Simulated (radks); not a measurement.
Q: The phosphorus anion P3-, configuration [Ar]. Calculated with a radial shooting solver on a logarithmic mesh with Libxc functionals: scalar-relativistic Kohn-Sham, PBE, spin-polarised, spherical densities, point nucleus; Watson sphere of charge +3 and radius 3.15 bohr. Some entries of the table are withheld. Estimate them.

orbital,occ.,eigenvalue (eV),<1/r> (bohr^-1),<r^2> (bohr^2)
1s,2,-2080.145,(1),0.01445
2s,2,-170.3418,(2),0.3226
2p,6,-120.8067,2.707,0.2966
3s,2,(3),0.6587,5.031
3p,6,(4),(5),(6)

A: 
(1) 1s <1/r> (bohr^-1): 14.65
(2) 2s <1/r> (bohr^-1): 2.819
(3) 3s eigenvalue (eV): -13.0897
(4) 3p eigenvalue (eV): -5.7823
(5) 3p <1/r> (bohr^-1): 0.4925
(6) 3p <r^2> (bohr^2): 8.697
